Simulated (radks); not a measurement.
The tin anion Sn4-, [Xe], held by a Watson sphere: a shell of charge +5.33 at radius R that stands for the Madelung well of a crystal (potential energy -5.33/R inside, -5.33/r outside, in hartree with lengths in bohr). Method: scalar-relativistic Kohn-Sham, PBEsol, spin-polarised, spherical densities, finite nucleus; Fermi nuclear charge, rms radius of each element as measured or else 0.836 A^(1/3) + 0.57 fm; computed with a radial shooting solver on a logarithmic mesh with Libxc functionals. Response by self-consistent Sternheimer equations with the Hartree and adiabatic LDA kernel, the relativistic mass of each level held fixed and spin-orbit coupling left out. The sphere does not respond.

| R (bohr) | e(4d) (eV) | e(5s) (eV) | e(5p) (eV) | <r> 5p (bohr) | sum of <r^2> (bohr^2) | X-ray form factor at sin(theta)/lambda = 0.1 1/angstrom | alpha (bohr^3) |
|---|---|---|---|---|---|---|---|
| 2.45 | -38.137 | -25.700 | -17.852 | 2.625 | 82.18 | 48.883 | 31.20 |
| 2.5 | -37.688 | -25.355 | -17.648 | 2.651 | 83.27 | 48.833 | 32.37 |
| 2.53 | -37.431 | -25.151 | -17.524 | 2.667 | 83.93 | 48.804 | 33.10 |
| 4.3 | -30.126 | -16.721 | -11.399 | 3.625 | 129.6 | 47.240 | 120.4 |
| 5.13 | -28.840 | -14.675 | -9.553 | 4.083 | 155.2 | 46.729 | 208.0 |

Estimate the row for R = 3.03 bohr.

Answer. e(4d) (eV) -34.124; e(5s) (eV) -22.051; e(5p) (eV) -15.501; <r> 5p (bohr) 2.934; sum of <r^2> (bohr^2) 95.59; X-ray form factor at sin(theta)/lambda = 0.1 1/angstrom 48.314; alpha (bohr^3) 48.25.
